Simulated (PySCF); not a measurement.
SMILES c1cc(C=O)sc1C(O)=O (C6H4O3S), GFN2-xTB optimised geometry.

```
14

O     -2.53    -2.73     0.00
C     -1.32    -2.77     0.00
C     -0.44    -1.62     0.00
C      0.94    -1.62     0.00
C      1.48    -0.34     0.00
C      0.50     0.64     0.00
C      0.73     2.08     0.00
O      1.82     2.60     0.01
O     -0.41     2.78    -0.01
S     -1.09    -0.01     0.00
H     -0.77    -3.73     0.00
H      1.53    -2.52     0.00
H      2.53    -0.10     0.00
H     -0.22     3.73    -0.01
```

Density from PBE0/def2-TZVP run with PySCF at that geometry.

Minimum of the electron density along straight lines between bonded atoms, close to the bond critical point (lines longer than 1.1 times the sum of covalent radii, or with two minima, are not listed):

| bond | length / Å | ρ at the minimum / e bohr⁻³ | ∇²ρ there / e bohr⁻⁵ | position (fraction from the first atom) |
|---|---|---|---|---|
| O1–C2 | 1.205 | 0.425 | -0.04 | 0.67 |
| C2–C3 | 1.449 | 0.292 | -0.85 | 0.49 |
| C3–C4 | 1.381 | 0.322 | -0.94 | 0.51 |
| C4–C5 | 1.394 | 0.316 | -0.93 | 0.50 |
| C5–C6 | 1.379 | 0.323 | -0.94 | 0.48 |
| C6–C7 | 1.463 | 0.285 | -0.82 | 0.49 |
| C7–O8 | 1.205 | 0.433 | -0.22 | 0.34 |
| C7–O9 | 1.340 | 0.312 | -0.66 | 0.34 |
| C3–S10 | 1.731 | 0.214 | -0.44 | 0.48 |
| C6–S10 | 1.720 | 0.218 | -0.46 | 0.49 |
| C2–H11 | 1.108 | 0.279 | -0.98 | 0.65 |
| C4–H12 | 1.075 | 0.290 | -1.05 | 0.65 |
| C5–H13 | 1.075 | 0.291 | -1.07 | 0.65 |
| O9–H14 | 0.970 | 0.351 | -2.45 | 0.81 |
